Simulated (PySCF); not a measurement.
C2H9BN2O, SMILES CN(C)B(O)N.

Geometry: PBE-D3(BJ)/def2-SVP. The values are those of a single conformer.

Computed with PBE-D3(BJ)/def2-SVP run with PySCF 2.14.0.

Frequencies are harmonic and unscaled.

**Question.** List the normal modes with their intensities. (Estimate from the structure and the level; the computed values follow.)

**Answer.** 
| mode | ν (cm⁻¹) | IR (km/mol) | moving atoms (share of kinetic energy) |
|---|---|---|---|
| 1 | 102 | 1.7 | C 31 %, H 28 %, N 28 %, O 14 % |
| 2 | 120 | 0.3 | H 59 %, N 25 %, O 9 % |
| 3 | 204 | 0.3 | H 95 % |
| 4 | 223 | 5.9 | H 34 %, N 34 %, C 20 %, O 9 % |
| 5 | 268 | 41.1 | H 58 %, N 20 %, C 14 % |
| 6 | 313 | 108.7 | H 73 %, N 12 % |
| 7 | 354 | 48.4 | H 45 %, C 25 %, O 16 %, N 14 % |
| 8 | 396 | 73.1 | H 79 %, O 9 % |
| 9 | 419 | 17.3 | H 46 %, C 18 %, O 15 %, N 14 % |
| 10 | 454 | 4.9 | H 36 %, N 27 %, C 15 %, O 15 %, B 8 % |
| 11 | 477 | 6.4 | H 83 % |
| 12 | 612 | 22.0 | B 75 %, N 12 % |
| 13 | 698 | 6.7 | C 32 %, N 24 %, H 22 %, O 15 % |
| 14 | 868 | 3.2 | H 57 %, N 22 %, O 19 % |
| 15 | 961 | 100.2 | H 68 %, N 14 %, C 8 % |
| 16 | 1017 | 36.0 | H 55 %, C 26 %, N 12 % |
| 17 | 1049 | 2.4 | H 75 %, C 24 % |
| 18 | 1080 | 0.3 | H 80 %, C 20 % |
| 19 | 1129 | 2.9 | H 68 %, C 20 %, N 11 % |
| 20 | 1202 | 123.1 | H 35 %, B 25 %, N 16 %, C 14 %, O 9 % |
| 21 | 1239 | 24.1 | N 59 %, C 29 %, H 8 % |
| 22 | 1357 | 70.9 | H 56 %, B 31 % |
| 23 | 1388 | 109.8 | H 54 %, B 23 %, C 13 % |
| 24 | 1394 | 106.6 | H 63 %, C 16 %, B 12 %, N 8 % |
| 25 | 1400 | 4.2 | H 94 % |
| 26 | 1415 | 19.2 | H 89 % |
| 27 | 1419 | 47.3 | H 87 % |
| 28 | 1430 | 21.3 | H 95 % |
| 29 | 1498 | 155.0 | H 57 %, N 23 %, B 18 % |
| 30 | 1545 | 277.1 | H 59 %, N 23 %, B 18 % |
| 31 | 2886 | 83.1 | H 96 % |
| 32 | 2897 | 117.9 | H 96 % |
| 33 | 2934 | 93.5 | H 91 %, C 9 % |
| 34 | 2948 | 19.0 | H 91 %, C 9 % |
| 35 | 3044 | 24.6 | H 91 %, C 9 % |
| 36 | 3064 | 13.3 | H 91 %, C 9 % |
| 37 | 3545 | 31.1 | H 96 % |
| 38 | 3649 | 21.1 | H 91 %, N 9 % |
| 39 | 3771 | 30.3 | H 94 % |
